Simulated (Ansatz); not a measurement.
Geometry optimisation of [MnNCl4]2- (MnNCl4²⁻).

```yaml
crystal:
  periodic: [false, false, false]
  atoms:
    - {symbol: Mn, position_ang: [-0.000225, -0.000159, 0.110770]}
    - {symbol: N, position_ang: [-0.003292, -0.002385, 1.595255]}
    - {symbol: Cl, position_ang: [2.295051, 0.013509, -0.421620]}
    - {symbol: Cl, position_ang: [-0.011970, 2.294704, -0.423233]}
    - {symbol: Cl, position_ang: [-2.293292, -0.012231, -0.431133]}
    - {symbol: Cl, position_ang: [0.013728, -2.293438, -0.430029]}
basis:
  gaussian: {orbitals: def2-SVPD}
total_charge: -2
magnetization: {spin_polarized: true, initial_magnetization: 2}
hamiltonian: {xc: r2scan, dispersion: d4}
scf: {lower_state_search: "off"}
output: {orbitals: {seedname: orbitals}}
relax: {f_tol: 0.02, max_steps: 100}
```

```sh
$ ansatz run in.yaml --threads 4 --pin off --events-out ev --progress --plain --max-ram 8704MiB
```

Shortened log:

```
Functional definition: r2SCAN
mean field -82882.17718517 eV, -3045.8638319976 hartree, gradient 4.5e-6 eV, S^2 2.312697; 0 other end points of the search recorded, 0 dependent functions left out
relax step   1: F+E_penalty+E_count = -82882.26018706 eV  Δ(F+E_penalty+E_count) = +0.000e0 eV  max|allowed force component| = 2.022e0 eV/Å  Δτ_max = 0.0000 Å  (62 SCF iters, accepted)
mean field -82882.34809844 eV, -3045.8701129445 hartree, gradient 1.9e-6 eV, S^2 2.387234; 0 other end points of the search recorded, 0 dependent functions left out
relax step   2: F+E_penalty+E_count = -82882.42949007 eV  Δ(F+E_penalty+E_count) = -1.693e-1 eV  max|allowed force component| = 1.279e0 eV/Å  Δτ_max = 0.0730 Å  (34 SCF iters, accepted)
mean field -82882.35820707 eV, -3045.8704844295 hartree, gradient 2.7e-6 eV, S^2 2.758549; 0 other end points of the search recorded, 0 dependent functions left out
relax step   3: F+E_penalty+E_count = -82882.43876402 eV  Δ(F+E_penalty+E_count) = -9.274e-3 eV  max|allowed force component| = 9.255e-1 eV/Å  Δτ_max = 0.0705 Å  (33 SCF iters, accepted)
mean field -82882.37049109 eV, -3045.8709358589 hartree, gradient 1.9e-6 eV, S^2 2.619434; 0 other end points of the search recorded, 0 dependent functions left out
relax step   4: F+E_penalty+E_count = -82882.45107806 eV  Δ(F+E_penalty+E_count) = -1.231e-2 eV  max|allowed force component| = 4.397e-1 eV/Å  Δτ_max = 0.0817 Å  (33 SCF iters, accepted)
mean field -82882.38099294 eV, -3045.8713217948 hartree, gradient 2.8e-6 eV, S^2 2.585210; 0 other end points of the search recorded, 0 dependent functions left out
relax step   5: F+E_penalty+E_count = -82882.46142886 eV  Δ(F+E_penalty+E_count) = -1.035e-2 eV  max|allowed force component| = 3.178e-2 eV/Å  Δτ_max = 0.0526 Å  (26 SCF iters, accepted)
mean field -82882.38209765 eV, -3045.8713623922 hartree, gradient 3.2e-6 eV, S^2 2.578655; 0 other end points of the search recorded, 0 dependent functions left out
relax step   6: F+E_penalty+E_count = -82882.46261158 eV  Δ(F+E_penalty+E_count) = -1.183e-3 eV  max|allowed force component| = 1.511e-2 eV/Å  Δτ_max = 0.0374 Å  (27 SCF iters, accepted)
mean field -82882.38266530 eV, -3045.8713832530 hartree, gradient 2.8e-6 eV, S^2 2.573273; 0 other end points of the search recorded, 0 dependent functions left out
relax step   7: F+E_penalty+E_count = -82882.46321307 eV  Δ(F+E_penalty+E_count) = -6.015e-4 eV  max|allowed force component| = 1.328e-2 eV/Å  Δτ_max = 0.0138 Å  (28 SCF iters, accepted)
mean field -82882.40000516 eV, -3045.8720204813 hartree, gradient 2.3e-6 eV, S^2 2.530107; 0 other end points of the search recorded, 0 dependent functions left out
relax step   8: F+E_penalty+E_count = -82882.48081271 eV  Δ(F+E_penalty+E_count) = -1.760e-2 eV  max|allowed force component| = 3.888e-1 eV/Å  Δτ_max = 0.1951 Å  (32 SCF iters, accepted)
mean field -82882.45935304 eV, -3045.8742014756 hartree, gradient 2.7e-6 eV, S^2 2.565748; 0 other end points of the search recorded, 0 dependent functions left out
relax step   9: F+E_penalty+E_count = -82882.54000566 eV  Δ(F+E_penalty+E_count) = -5.919e-2 eV  max|allowed force component| = 5.920e-1 eV/Å  Δτ_max = 0.1997 Å  (33 SCF iters, accepted)
mean field -82882.52820253 eV, -3045.8767316476 hartree, gradient 2.2e-6 eV, S^2 2.653796; 0 other end points of the search recorded, 0 dependent functions left out
relax step  10: F+E_penalty+E_count = -82882.60891815 eV  Δ(F+E_penalty+E_count) = -6.891e-2 eV  max|allowed force component| = 4.267e-1 eV/Å  Δτ_max = 0.2000 Å  (33 SCF iters, accepted)
mean field -82882.57587398 eV, -3045.8784835409 hartree, gradient 3.0e-6 eV, S^2 2.792757; 0 other end points of the search recorded, 0 dependent functions left out
relax step  11: F+E_penalty+E_count = -82882.65669156 eV  Δ(F+E_penalty+E_count) = -4.777e-2 eV  max|allowed force component| = 1.671e-1 eV/Å  Δτ_max = 0.1934 Å  (34 SCF iters, accepted)
mean field -82882.57662690 eV, -3045.8785112103 hartree, gradient 1.8e-6 eV, S^2 2.746341; 0 other end points of the search recorded, 0 dependent functions left out
relax step  12: F+E_penalty+E_count = -82882.65753858 eV  Δ(F+E_penalty+E_count) = -8.470e-4 eV  max|allowed force component| = 1.861e-1 eV/Å  Δτ_max = 0.1156 Å  (31 SCF iters, accepted)
mean field -82882.58056504 eV, -3045.8786559345 hartree, gradient 1.8e-6 eV, S^2 2.758966; 0 other end points of the search recorded, 0 dependent functions left out
relax step  13: F+E_penalty+E_count = -82882.66152889 eV  Δ(F+E_penalty+E_count) = -3.990e-3 eV  max|allowed force component| = 9.026e-2 eV/Å  Δτ_max = 0.0548 Å  (27 SCF iters, accepted)
mean field -82882.58144758 eV, -3045.8786883670 hartree, gradient 2.1e-6 eV, S^2 2.750406; 0 other end points of the search recorded, 0 dependent functions left out
relax step  14: F+E_penalty+E_count = -82882.66230886 eV  Δ(F+E_penalty+E_count) = -7.800e-4 eV  max|allowed force component| = 9.679e-3 eV/Å  Δτ_max = 0.0081 Å  (29 SCF iters, accepted)
Total energy: -82882.66233845 eV, -3045.8816610518 hartree
Atom 0 at    -0.000280    -0.000140     0.110753 Å, force     0.000248    -0.000079     0.003000 eV/Å
Atom 1 at    -0.003636    -0.002378     1.686217 Å, force     0.000194     0.000030    -0.003137 eV/Å
Atom 2 at     2.499904     0.001336     0.306757 Å, force     0.009679     0.000469     0.004952 eV/Å
Atom 3 at     0.000719     1.974185    -1.197194 Å, force     0.000268     0.009646    -0.004615 eV/Å
Atom 4 at    -2.501275    -0.002335     0.296384 Å, force    -0.009607    -0.000388     0.004505 eV/Å
Atom 5 at     0.004567    -1.970667    -1.202906 Å, force    -0.000783    -0.009678    -0.004705 eV/Å
Dipole moment:    -0.000512    -0.000288     0.224142 e Å
Checks for a lower state left out: stability, starts, cluster_reference, orbital_swaps, neighbouring_geometries, increment
```

Run time 1.9 min (4 threads of Arm Neoverse V1 on a shared host).

A multiply charged anion in the gas phase is held together partly by the finite basis. Removing one electron lowers the energy by 0.54 eV at PBE0-D4/def2-TZVPD, so it isn't bound. The charge -2 triplet is spin-contaminated (final ⟨S²⟩ up to 2.75, 2.00 for a pure state). The highest occupied level of the charge -2 triplet lies above zero (up to 1.92 eV). The electron is either unbound and held by the finite basis, or the level is raised by self-interaction error.
